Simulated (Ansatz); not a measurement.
Compare A (`BOC(O)O`) with its isomer B (`OBOCO`).

Calculated with Ansatz (gas phase, PBE0-D4/def2-TZVP geometries, no zero-point term in ΔE). CBS: MP2 limit from def2 TZ/QZ plus the TZ coupled-cluster correction, frozen cores. DFT in def2-TZVPP. B3LYP here is the variant with VWN-RPA as its local correlation; programs differ in this. One conformer a species, not always the lowest.

A:

Z-matrix (Å, degrees):
```
C
O 1 1.423
O 1 1.382 2 107.5
O 1 1.361 2 111.2 3 119.3
H 1 1.096 2 108.7 3 -122.8
B 2 1.347 1 121.0 3 141.4
H 3 0.962 1 108.6 2 -38.5
H 4 0.965 1 107.5 2 -72.9
H 6 1.195 2 116.9 1 177.2
H 6 1.201 2 120.1 1 -3.8
```

B:

```xyz
10

O    -1.363    1.683    1.061
B    -0.919    0.502    0.565
O     0.419    0.379    0.379
C     0.945   -0.768   -0.237
O     1.029   -0.618   -1.615
H    -2.313    1.697    1.185
H    -1.664   -0.408    0.316
H     0.301   -1.634   -0.065
H     1.928   -0.936    0.215
H     1.636    0.103   -1.804
```

(1) Which isomer does CCSD(T)/CBS put lower? Give the gap. (Estimate.)

(2) Give E(B) − E(A) in kcal/mol with CCSD/def2-TZVPP, B3LYP-D4, PBE-D4, PBE0-D4, HF/def2-TZVPP, ωB97M-V, B3LYP. (Estimate.)

Largest T1 diagnostic: 0.013.

Results:

(1) Ansatz gave: B, by 38.8 kcal/mol.

(2) Computed: CCSD/def2-TZVPP -38.7, B3LYP-D4 -38.8, PBE-D4 -37.7, PBE0-D4 -38.1, HF/def2-TZVPP -38.6, ωB97M-V -38.1, B3LYP -39.2. None reverses the order clearly.
